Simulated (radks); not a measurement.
Values are calculated unless marked as measured or tabulated.
Nd+, configuration [Xe] 4f4 6s1. Code: a radial shooting solver on a logarithmic mesh with Libxc functionals. Model: Dirac Kohn-Sham, PBEsol, spin-unpolarised, spherical densities, point nucleus; open shells fill j = l - 1/2 first.

Spin-orbit splittings of the eigenvalues, e(l+1/2) - e(l-1/2), with zeta = 2 splitting/(2l+1) and mean radii in bohr:

shell  occ.  splitting (eV)  zeta (eV)  <r> j=l-1/2  <r> j=l+1/2
2p        6           519.7      346.5      0.08423      0.09065
3p        6           103.7      69.16       0.2557       0.2682
3d       10           22.43      8.973       0.2395       0.2434
4p        6           22.53      15.02       0.6240       0.6523
4d       10               ?          ?       0.7018       0.7120
4f        4          0.4035     0.1153        1.100        1.120
5p        6           3.043      2.029        1.663        1.754

Estimate the 4d splitting.

Answer. 3.978 eV (zeta = 1.591 eV).
